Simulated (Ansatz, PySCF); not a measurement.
Stretching the In1–H2 bond in H3In (SMILES [InH3]) (multiplicity 1 held, fragments rigid). Energies count from the point at 1.731 Å.
Geometry at that point (charge 0, multiplicity 1):
```xyz
4

In     0.00000     0.00000     0.00000
H      0.68665    -0.47438     1.51602
H     -0.39135     1.66044    -0.29091
H     -0.29530    -1.18606    -1.22511
```

U- levels take the lowest unrestricted solution at each point, which mixes spins at long bonds. Active spaces are followed from a long bond inwards. Levels need not reach the same state.

Cores are frozen in the correlated methods. Filled d and f shells under p-block atoms count as core. Rows in 3-21G, LANL2DZ carry no dispersion term and start afresh at each structure; the Pople sets are all-electron and without relativity. LANL2DZ brings its own core potentials from Na on.

Run with Ansatz (a program for electronic structure) with Gaussian orbitals; PySCF for 3-21G rows, LANL2DZ rows. Values without a source in brackets are computed. In def2 rows elements past Kr take small-core potentials, without spin–orbit coupling.

Other levels give for the energy at R = 5.538 Å: U-PBE/def2-TZVPP 298.6; U-B3LYP/def2-TZVPP 307.7; U-wB97X-V/def2-TZVPP 321.9; FIC-MRCISD+Q on CASSCF(2,2)/def2-TZVPP 311.7 kJ/mol.

Q: What do these common cheap choices give for the same quantity: R-HF/3-21G, U-HF/LANL2DZ, R-B3LYP/LANL2DZ, U-B3LYP/LANL2DZ?

A: R-HF/3-21G 642.5; U-HF/LANL2DZ 232.8; R-B3LYP/LANL2DZ 474.2; U-B3LYP/LANL2DZ 317.1 kJ/mol. They span 232.8 to 642.5 kJ/mol.

Doubts at one or more of the structures used: a restricted determinant that unrestricted orbitals would lower (R-HF/3-21G); a spin-contaminated determinant (U-HF/LANL2DZ, U-B3LYP/LANL2DZ, U-PBE/def2-TZVPP, U-B3LYP/def2-TZVPP, U-wB97X-V/def2-TZVPP).
